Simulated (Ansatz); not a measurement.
Born–Oppenheimer molecular dynamics of ClF3Ti (5 atoms, charge 0, multiplicity 1). It goes on from the last frame of an earlier run, with new velocities.

Method: Ansatz, RHF/def2-SVP.

```
ensemble        : NVT, Nosé–Hoover chain
time step       : 2 fs
steps asked     : 150
set temperature : 2000 K
thermostat      : time constant 20 fs, chain length 1
seed            : 510663
```

First frame:

```xyz
5
Properties=species:S:1:pos:R:3
Ti 0.138 0.051 -0.063
F 0.000 -0.092 1.620
Cl 2.285 -0.095 -0.647
F -0.492 1.605 -0.513
F -0.807 -1.164 -0.829
```

**Question.** How far do the bonds stretch over the last three quarters of this one trajectory? (Pairs bonded in most of those frames.)

**Answer.** 
```csv
bond,mean (Å),spread (Å),shortest,longest
Ti1–F2,1.719,0.028,1.63,1.77
Ti1–Cl3,2.272,0.174,2.02,2.55
Ti1–F4,1.711,0.014,1.68,1.73
Ti1–F5,1.729,0.043,1.60,1.79
```

Mean temperature of the second half: 1977 K. The conserved energy stayed within 2.5 meV per atom of its start (net change 0.51 meV per atom), so the integration is sound. A run of 0.3 ps of so small a system gives no equilibrium averages.

Time of the run: 5.4 min on 1 thread of Intel(R) Xeon(R) Platinum 8375C CPU @ 2.90GHz (Ice Lake) (shared host), peak memory 0.2 GiB.
